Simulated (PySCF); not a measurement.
Cl2OZr, multiplicity 1. Atoms are numbered in the order given.

```xyz
4

Zr    -0.1741     0.2954     0.0000
O      0.3478     1.9532     0.0000
Cl     0.1230    -0.8072    -2.0991
Cl     0.1230    -0.8072     2.0991
```
Charge 0, spin multiplicity 1.

The structure is a stationary point at B3LYP-D3(BJ)/def2-SVP. The multiplicity is an assumed one; other spin states were not compared. The def2 effective core potentials stand for the cores of Zr; spin–orbit coupling is left out.

The numbers are results of PBE/def2-TZVPD (PySCF), not measurements.

Isolated molecule, no solvent.

Computed frontier levels, gap, dipole moment and polarisability:
```json
{
  "highest_occupied_level": "-7.63 eV",
  "lowest_empty_level": "-4.33 eV",
  "orbital_gap": "3.30 eV",
  "dipole_moment": "2.92 D",
  "quadrupole, principal values (traceless, Buckingham form, about the centre of nuclear charge)": "-7.90, -6.98, 14.88 D·Å",
  "mean_static_polarisability": "72.1 bohr³ (10.69 Å³)",
  "polarisability_principal_values": "51.2, 75.2, 90.0 bohr³"
}
```
